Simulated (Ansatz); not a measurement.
Molecule: C₃H₁₀BN (charge 0, singlet). SMILES: CNB(C)C
Geometry: optimised at B3LYP-D3(BJ)/def2-TZVP (Ansatz, a quantum-chemistry and plane-wave program).

Property: size of the dipole moment, in D. Set-up: 6-311+G** with 5d; non-relativistic; six Cartesian d functions in 6-31G* and its kin unless marked 5d; no dispersion term unless named; LANL2DZ all-electron up to Ne; no spin-orbit coupling. First-principles rows: single points at B3LYP-D3(BJ) geometries (Ansatz).

| level | program | size of the dipole moment (D) |
|---|---|---|
| PBE/STO-3G | Ansatz | 1.76 |
| PBE/3-21G | Ansatz | 1.67 |
| PBE/LANL2DZ | Ansatz | 1.52 |
| PBE/6-31G* | Ansatz | 1.46 |
| PBE/def2-SVP | Ansatz | 1.51 |
| PBE/6-311+G** | Ansatz | 1.45 |

No value to compare with is used here. The 6 habitual levels span 1.45 (PBE/6-311+G**) to 1.76 D (PBE/STO-3G).

The sets are all those run for this method; left out are runs that failed, that the program found above a lower state of the same kind, or whose <S^2> lies over 0.5 above the pure value.
